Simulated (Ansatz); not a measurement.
Cu3H3. Total charge 0; singlet. Geometry PBE-D4/def2-SVP; atoms count from 1.

```xyz
6

Cu   -1.2063   -0.5721    0.1241
Cu    0.1909    0.9731   -0.9025
Cu    1.0154   -0.4010    0.7784
H    -1.4319    0.5653   -1.0978
H     1.7010    0.8068   -0.1749
H    -0.2691   -1.3721    1.2727
```

The structure comes from a short search, and lower isomers may exist.

(1) Estimate the Mulliken populations from the PBE0/def2-TZVP orbitals of Ansatz.

(2) And the Mayer bond orders between bonded heavy atoms (over 0.3)?

## Answers

(1) 
| atom | charge (e) | d electrons |
| --- | --- | --- |
| Cu1 | -0.05 | 9.88 |
| Cu2 | -0.05 | 9.88 |
| Cu3 | -0.05 | 9.88 |
| H4 | 0.05 | – |
| H5 | 0.05 | – |
| H6 | 0.05 | – |
Mulliken values and Mayer orders depend strongly on the basis.

(2) Cu1–Cu2 0.42 (2.32 Å); Cu1–Cu3 0.42 (2.32 Å); Cu2–Cu3 0.42 (2.32 Å).
